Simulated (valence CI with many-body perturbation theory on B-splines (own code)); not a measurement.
## Level structure of La8+

Computed by relativistic CI+MBPT: three valence electrons over a frozen Dirac-Fock core [Kr] 4d10, radial functions for each j: 8 s, 8 p, 9 d, 9 f, 6 g, 3 h, 2 i, with the one-electron correlation potential Σ1 (screened to all orders), the two-electron term Σ2, the three-electron term Σ3, Breit, model QED; selected single and double excitations, second order for the rest, scaled by the run's own slope (own B-spline code, finite nucleus).

No measured spectrum was set against this ion. As an estimate, levels hold to about 250 cm⁻¹ or 0.2 % of their energy and the worst to 1 %, as in measured heavy ions of charge 2 to 7; those with d or f electrons hold less well. Core correlation moves these levels by up to 33000 cm⁻¹, and in measured spectra 5 to 20 % of such shifts remained as error; rates that hang on mixing are uncertain with them.

Levels 1 to 45 of 67, with energies above the lowest level, 5s2 5p 2P°_1/2. "Leading %" is the weight of the configuration and term that name the level; weights of strongly mixed levels are sums over their largest components and can fall short. Lifetimes count E1, E2, E3, M1 and M2 decay at the calculated energies, and are blank where another channel may lead or the interval is too uncertain; long ones can be off by a factor of two.

```tsv
No.	Configuration	Term	J	E (cm⁻¹)	Leading %	Lifetime	g
1	5s2 5p	2P°	1/2	0	98		0.665
2	5s2 5p	2P°	3/2	28273	98	4.85 ms	1.334
3	4f 5s2	2F°	5/2	100010	98	2.49 ms	0.856
4	4f 5s2	2F°	7/2	101910	98		1.142
5	5s 5p2	4P	1/2	127430	90	4.37 ns	2.584
6	5s 5p2	4P	3/2	143080	97	30.6 ns	1.717
7	5s 5p2	4P	5/2	153400	77	4.74 ns	1.512
8	5s 5p2	2D	3/2	174420	84	305 ps	0.850
9	5s 5p2	2D	5/2	184770	70	834 ps	1.288
10	5s 5p2	2P	1/2	191720	66	67.0 ps	1.141
11	4f 5s 5p	4G	5/2	217430	60	30.0 ns	0.746
12	4f 5s 5p	4F	7/2	219980	48	34.0 ns	1.151
13	5s 5p2	2S	1/2	220670	64	90.6 ps	1.612
14	5s 5p2	2P	3/2	222080	48	92.3 ps	0.926
15	4f 5s 5p	4F	3/2	222640	44	105 ps	0.865
16	4f 5s 5p	4F	5/2	224010	44	4.68 ns	1.008
17	4f 5s 5p	2F	7/2	224370	48	4.36 ns	1.156
18	4f 5s 5p	4F	9/2	225210	53	8.26 ns	1.253
19	4f 5s 5p	2F	5/2	231790	51	4.15 ns	0.879
20	4f 5s 5p	2G	7/2	234270	38	4.31 ns	1.064
21	4f 5s 5p	4G	9/2	244310	57	144 ns	1.240
22	4f 5s 5p	4F	7/2	245330	36	7.53 ns	1.200
23	4f 5s 5p	4G	11/2	247610	100		1.273
24	4f 5s 5p	4D	5/2	247640	46	899 ps	1.192
25	4f 5s 5p	4D	3/2	249820	41	140 ps	0.906
26	4f 5s 5p	2G	7/2	251480	40	5.14 ns	1.106
27	4f 5s 5p	4D	1/2	252810	100	3.93 μs	-0.003
28	4f 5s 5p	4D	3/2	253230	50	92.8 ps	1.002
29	4f 5s 5p	2D	5/2	254140	32	167 ps	1.213
30	4f 5s 5p	2G	9/2	259990	95	2.78 μs	1.117
31	5s2 5d	2D	5/2	264900	44	64.4 ps	1.147
32	4f 5s 5p	2D	3/2	271600	74	102 ps	0.801
33	4f 5s 5p	2F	5/2	278420	83	97.7 ps	0.898
34	4f 5s 5p	2F	7/2	279840	90	94.9 ps	1.138
35	4f 5s 5p	2G	7/2	285170	94	92.1 ps	0.895
36	4f 5s 5p	2G	9/2	285890	94	89.9 ps	1.115
37	4f 5s 5p	2D	3/2	294390	80	44.0 ps	0.795
38	4f 5s 5p	2D	5/2	297590	78	44.3 ps	1.198
39	5p3	4S°	3/2	317410	36	107 ps	1.390
40	4f2 5s	4H	7/2	333610	99	10.8 μs	0.667
41	4f2 5s	4H	9/2	334330	99	23.6 μs	0.969
42	5p3	4S°	3/2	334420	51	88.3 ps	1.419
43	4f2 5s	4H	11/2	335240	99	723 μs	1.132
44	4f2 5s	4H	13/2	336310	100	1.05 ms	1.230
45	5p3	2D°	5/2	336540	81	239 ps	1.198
```

Names give the largest LS component (configuration and term), which can be under half, so a name can repeat, a term be missing and a line seem to break the LS rules; names also repeat where a configuration has a term twice.

Where two levels of one J and parity lie close, their mixing, g and order are uncertain.

The ionisation energy to 5s2 1S_0 of the next ion comes out as 120.58 eV (NIST: 119 ± 2.2 eV (theoretical)). All 67 levels together are meant to be complete up to 373810 cm⁻¹.
